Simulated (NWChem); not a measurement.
Program: NWChem. System: CH$_{2}$NS, charge 0, spin multiplicity 2, at a geometry optimised with UPBE0/def2-SVP. The structure started from a generated list of species. Its SCF solution wasn't tested for a lower state. Level: UBHandHLYP/def2-TZVP.

Input file:

```
start mol
memory heap 200 mb stack 900 mb global 1100 mb
geometry units angstroms nocenter noautoz
  N     -0.001082    -1.601901     0.000000
  C      0.459153    -0.372585     0.000000
  S     -0.148921     1.103356     0.000000
  H     -0.999842    -1.814015     0.000000
  H      0.635232    -2.390871     0.000000
  symmetry group Cs
end
basis spherical
  * library def2-tzvp
end
dft
  xc bhlyp
  odft
  mult 2
  semidirect memsize 60000000 filesize 0
  iterations 100
end
task dft energy
```

Part of the output:

```
             Northwest Computational Chemistry Package (NWChem) 7.3.0
             --------------------------------------------------------

                                NWChem Input Module
                                -------------------

 Scaling coordinates for geometry "geometry" by  1.889725989
 (inverse scale =  0.529177249)

 Turning off AUTOSYM since
 SYMMETRY directive was detected!

                             Geometry "geometry" -> ""
                             -------------------------

 Output coordinates in angstroms (scale by  1.889725989 to convert to a.u.)

  No.       Tag          Charge          X              Y              Z
 ---- ---------------- ---------- -------------- -------------- --------------
    1 N                    7.0000    -0.00108200    -1.60190100     0.00000000
    2 C                    6.0000     0.45915300    -0.37258500     0.00000000
    3 S                   16.0000    -0.14892100     1.10335600     0.00000000
    4 H                    1.0000    -0.99984200    -1.81401500     0.00000000
    5 H                    1.0000     0.63523200    -2.39087100     0.00000000

 Effective nuclear repulsion energy (a.u.)      86.4853104184

            Nuclear Dipole moment (a.u.)
            ----------------------------
        X                 Y               Z
 ---------------- ---------------- ----------------
    -0.0000037795    -0.0000132281     0.0000000000

      Symmetry information
      --------------------

 Group name             Cs
 Group number              2
 Group order               2
 No. of unique centers     5

      Symmetry unique atoms

     1    2    3    4    5


 Summary of "ao basis" -> "" (spherical)
 ------------------------------------------------------------------------------
       Tag                 Description            Shells   Functions and Types
 ---------------- ------------------------------  ------  ---------------------
 *                         def2-tzvp                  on all atoms

                                 NWChem DFT Module
                                 -----------------

 Summary of "ao basis" -> "ao basis" (spherical)
 ------------------------------------------------------------------------------
       Tag                 Description            Shells   Functions and Types
 ---------------- ------------------------------  ------  ---------------------
 N                         def2-tzvp                11       31   5s3p2d1f
 C                         def2-tzvp                11       31   5s3p2d1f
 S                         def2-tzvp                13       37   5s5p2d1f
 H                         def2-tzvp                 4        6   3s1p

 Summary of "ao basis" -> "ao basis" (spherical)
 ------------------------------------------------------------------------------
       Tag                 Description            Shells   Functions and Types
 ---------------- ------------------------------  ------  ---------------------
 N                         def2-tzvp                11       31   5s3p2d1f
 C                         def2-tzvp                11       31   5s3p2d1f
 S                         def2-tzvp                13       37   5s5p2d1f
 H                         def2-tzvp                 4        6   3s1p

      Symmetry analysis of basis
      --------------------------

        a'         77
        a"         34

            General Information
            -------------------
          SCF calculation type: DFT
          Wavefunction type:  spin polarized.
[...]
    79      0.436721  3 S  pz                82      0.303648  3 S  pz
     8     -0.218245  1 N  pz                76      0.207245  3 S  pz
    14     -0.200601  1 N  pz                11     -0.195837  1 N  pz
    70     -0.166792  3 S  pz                42      0.094002  2 C  pz
    39      0.089730  2 C  pz                73     -0.079310  3 S  pz

 Vector   16  Occ=0.000000D+00  E=-3.852933D-02  Symmetry=a'
              MO Center=  2.2D-01, -3.4D-02, -4.4D-16, r^2= 3.4D+00
   Bfn.  Coefficient  Atom+Function         Bfn.  Coefficient  Atom+Function
  ----- ------------  ---------------      ----- ------------  ---------------
    36      0.578828  2 C  s                102      0.505049  4 H  s
     5     -0.458919  1 N  s                 80     -0.459896  3 S  px
    43      0.297808  2 C  px                77     -0.282597  3 S  px
    37      0.277761  2 C  px                40      0.213362  2 C  px
    67     -0.198298  3 S  s                 74     -0.148885  3 S  px

 Vector   17  Occ=0.000000D+00  E= 3.169382D-02  Symmetry=a"
              MO Center=  1.9D-01, -2.9D-02, -5.6D-15, r^2= 2.8D+00
   Bfn.  Coefficient  Atom+Function         Bfn.  Coefficient  Atom+Function
  ----- ------------  ---------------      ----- ------------  ---------------
    45      0.646159  2 C  pz                82     -0.530193  3 S  pz
    14     -0.437309  1 N  pz                42      0.360478  2 C  pz
    39      0.351909  2 C  pz                79     -0.193543  3 S  pz
     8     -0.190304  1 N  pz                11     -0.151404  1 N  pz
    76     -0.126635  3 S  pz                70      0.085633  3 S  pz

 Vector   18  Occ=0.000000D+00  E= 4.974102D-02  Symmetry=a'
              MO Center=  1.5D-01, -2.3D+00, -9.9D-15, r^2= 4.7D+00
   Bfn.  Coefficient  Atom+Function         Bfn.  Coefficient  Atom+Function
  ----- ------------  ---------------      ----- ------------  ---------------
     5      1.879608  1 N  s                108     -1.613360  5 H  s
   102     -0.974653  4 H  s                 13     -0.356976  1 N  py
    67      0.278377  3 S  s                 36     -0.255905  2 C  s
     3      0.213961  1 N  s                 81     -0.204649  3 S  py
    43      0.177281  2 C  px                40      0.135728  2 C  px

   alpha - beta orbital overlaps
   -----------------------------

   alpha      1      2      3      4      5      6      7      8      9     10
    beta      1      2      3      4      7      5      6      8      9     10
 overlap   1.000  1.000  1.000  1.000  0.839  0.839  1.000  0.999  0.999  0.994

   alpha     11     12     13     14     15     16     17     18     19     20
    beta     11     12     13     14     15     16     17     18     19     20
 overlap   0.995  0.983  0.999  0.956  1.000  0.949  0.999  0.985  0.994  0.996

   alpha     21     22     23     24     25     26     27     28     29     30
    beta     21     22     23     24     25     28     26     27     29     30
 overlap   0.994  0.997  1.000  0.922  0.933  0.858  0.879  0.999  0.991  0.990

   alpha     31     32     33     34     35     36     37     38     39     40
    beta     31     32     33     34     35     36     37     38     39     40
 overlap   0.987  0.992  0.974  0.978  0.998  0.978  0.986  0.996  0.997  0.998

   alpha     41     42     43     44     45     46     47     48     49     50
    beta     41     42     43     44     45     46     47     48     49     50
 overlap   0.997  0.998  0.999  0.999  1.000  0.999  0.995  0.989  1.000  0.994

   alpha     51     52     53     54     55     56     57     58     59     60
    beta     52     51     53     54     55     56     57     58     59     60
 overlap   0.967  1.000  0.993  0.955  0.993  0.977  0.995  0.998  0.998  0.999

   alpha     61     62     63     64     65     66     67     68     69     70
    beta     61     62     63     65     64     66     67     68     69     70
 overlap   0.994  0.994  0.999  0.781  1.000  0.781  0.999  0.999  0.999  1.000

   alpha     71     72     73     74     75     76     77     78     79     80
    beta     71     72     73     74     75     76     77     78     79     80
 overlap   1.000  1.000  1.000  0.999  1.000  0.999  1.000  0.999  1.000  1.000

   alpha     81     82     83     84     85     86     87     88     89     90
    beta     81     82     83     84     85     86     87     88     89     90
 overlap   0.993  0.999  0.988  0.993  0.986  0.997  0.999  0.998  1.000  0.999

   alpha     91     92     93     94     95     96     97     98     99    100
    beta     91     92     93     94     95     96     97     98     99    100
 overlap   0.997  0.997  1.000  1.000  1.000  1.000  1.000  1.000  1.000  1.000

   alpha    101    102    103    104    105    106    107    108    109    110
    beta    101    102    103    104    105    106    107    108    109    110
 overlap   1.000  1.000  0.998  0.998  1.000  1.000  1.000  1.000  1.000  1.000

   alpha    111
    beta    111
 overlap   1.000

     --------------------------
     Expectation value of S2:
     --------------------------
      <S2> =      0.7607 (Exact =     0.7500)

 center of mass
 --------------
 x =   0.01152623 y =   0.13029249 z =   0.00000000

 moments of inertia (a.u.)
 ------------------
         304.660918582019          25.033103889594           0.000000000000
          25.033103889594          16.608611290419           0.000000000000
           0.000000000000           0.000000000000         321.269529872438

     Multipole analysis of the density
     ---------------------------------

     L   x y z        total         alpha         beta         nuclear
     -   - - -        -----         -----         ----         -------
     0   0 0 0     -0.000000    -16.000000    -15.000000     31.000000

     1   1 0 0     -0.284597     -0.458049      0.173456     -0.000004
     1   0 1 0     -1.486117     -0.862255     -0.623849     -0.000013
     1   0 0 1     -0.000000     -0.000000     -0.000000      0.000000

     2   2 0 0    -18.361701    -16.567085    -12.589873     10.795257
     2   1 1 0     -0.166212      6.416528      5.374411    -11.957151
     2   1 0 1      0.000000     -0.000000      0.000000      0.000000
     2   0 2 0    -13.832446    -93.375903    -89.299145    168.842603
     2   0 1 1      0.000000      0.000000      0.000000      0.000000
     2   0 0 2    -19.806779    -10.274455     -9.532324      0.000000

 Task  times  cpu:        9.9s     wall:        9.9s

 Total times  cpu:       10.0s     wall:       10.0s
```
